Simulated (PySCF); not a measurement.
C₅H₁₅BO₃Si.
Atom-mapped SMILES: `[CH3:1][O:2][B:3]([O:4][CH3:5])[O:6][Si:7]([CH3:8])([CH3:9])[CH3:10]` (hydrogens: H11, H12, H13 on C1; H14, H15, H16 on C5; H17, H18, H19 on C8; H20, H21, H22 on C9; H23, H24, H25 on C10)

The calculation used PySCF 2.14.0, PBE0-D3(BJ)/def2-SVP geometry optimisation, gas phase.

What internal coordinates does the optimisation give?

```json
{"bond": "C1–O2, O4–C5", "length (bohr)": "2.650", "order": "single"}
{"bond": "O2–B3, B3–O4", "length (bohr)": "2.580", "order": "single"}
{"bond": "B3–O6", "length (bohr)": "2.567", "order": "single"}
{"bond": "O6–Si7", "length (bohr)": "3.200", "order": "single"}
{"bond": "Si7–C8, Si7–C9, Si7–C10", "length (bohr)": "3.535", "order": "single"}
{"bond": "C1–H11 and 5 like bonds", "length (bohr)": "2.082", "order": "single"}
{"bond": "C8–H17 and 8 like bonds", "length (bohr)": "2.081", "order": "single"}
```

Bonds in one row agree within 0.02 bohr and their mean is given. Orders are formal, as drawn. A selection of angles:
```json
{"angle": "C1–O2–B3", "degrees": "121.7"}
{"angle": "O2–B3–O4", "degrees": "118.6"}
{"angle": "O2–B3–O6", "degrees": "121.9"}
{"angle": "O4–B3–O6", "degrees": "119.4"}
{"angle": "B3–O6–Si7", "degrees": "128.3"}
{"angle": "O6–Si7–C8", "degrees": "109.1"}
{"angle": "O6–Si7–C9", "degrees": "104.9"}
{"angle": "C8–Si7–C9", "degrees": "111.2"}
```

Dihedral angles: C1–O2–B3–O4 178° (antiperiplanar); O2–B3–O4–C5 0° (synperiplanar); O2–B3–O6–Si7 178° (antiperiplanar); B3–O6–Si7–C8 61° (synclinal). The mirror-image conformer, all signs reversed, is as good.

All 3 C–Si bonds measure 1.870 to 1.871 Å. O2 (boron-bound oxygen) is bent (angle 121.7°). B3 (three-coordinate boron) is planar (angles 121.9°, 119.4° and 118.6°, sum 360.0°, 0.00 Å off the plane of its three neighbours). Of the pairs four or more bonds apart, O6···H11 is among the closest relative to their van der Waals radii: 2.41 Å, 89 % of the sum of Bondi's values. Si7 (oxygen-bound silicon) is distorted tetrahedral (angles from 104.9° to 111.4°).

No frequency check. One conformer, not necessarily the lowest.
